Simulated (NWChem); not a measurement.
Molecule: C$_{2}$H$_{6}$ClFSi; SMILES F[SiH2]CCCl

```xyz
11

F     -0.0057     2.7918    -0.0511
Si     0.4566     1.2203     0.1154
C     -1.0511     0.1544    -0.3196
C     -1.0188    -1.2223     0.3250
Cl     0.5589    -2.0594    -0.0160
H      1.6149     1.0027    -0.8077
H      0.8403     1.0058     1.5516
H     -1.9589     0.6992     0.0224
H     -1.1260     0.0679    -1.4241
H     -1.8147    -1.8952    -0.0485
H     -1.0987    -1.1615     1.4280
```
Atoms are numbered in this order, from 1.

All runs: NWChem. Coordinates come from a PBE-D3(BJ)/def2-SVP optimisation. B3LYP is NWChem's, with the RPA form of VWN correlation. Field at 589 nm.

Question: Estimate the computed values for B3LYP/def2-SVP. Quantities: isotropic polarisability (bohr³); anisotropy (bohr³).

Answer: 
| Property | Value |
|---|---|
| isotropic polarisability (bohr³) | 53.8 |
| anisotropy (bohr³) | 9.7 |
